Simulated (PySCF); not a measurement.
Pb(Br)(I), SMILES [Br][Pb][I], singlet at its B3LYP/def2-SVP optimised geometry (Å):

```
3

Pb    -1.1366    -1.2953     0.0000
Br    -1.7247     1.2953     0.0000
I      1.7247    -1.2953     0.0000
```

Computed with B3LYP/def2-TZVP, def2 effective core potentials past Kr in PySCF. The core electrons that the potentials of I, Pb replace are not part of the density.

Map of the electrostatic potential (hartree/e), clipped to [-0.08, 0.12] on the plane z = 1.5 Å:

```
|11100000000000000000011111111|
|11000000000000000000000111111|
|10000000000000000000000011111|
|00000000000000000000000001111|
|00000000000000000000000000111|
|00000000000000000000000000111|
|00000000000000000000000000011|
|00000011110000000000000000001|
|00000012211000000000000000001|
|00000112221000000000000000000|
|00000112322100000000000000000|
|11000112222111100000000000000|
|11111122332222111000000000000|
|11111223344433221100000000000|
|22222334566654322111110000000|
|22233456799986532222221110001|
|23334578999998643333332211111|
|33345689999999754345554221111|
|33445799999999854456664321111|
|33456799999999854456665321111|
|34456789999999754345554321111|
|34455689999999653333433211111|
|34445678999997643222221111111|
|33445567788876532211111111111|
|33444556666665432211110001111|
|33344455555554332211100001111|
|33334444555444332211110011111|
|33333444444443322211111111111|
|33333334444333322211111111111|
```
Scale: ten equal steps from -0.026 (start of '0') to 0.120 (end of '9'), in the order '0123456789'; x runs from -4.00 to 4.00, y from -4.00 (bottom) to 4.00 (top).
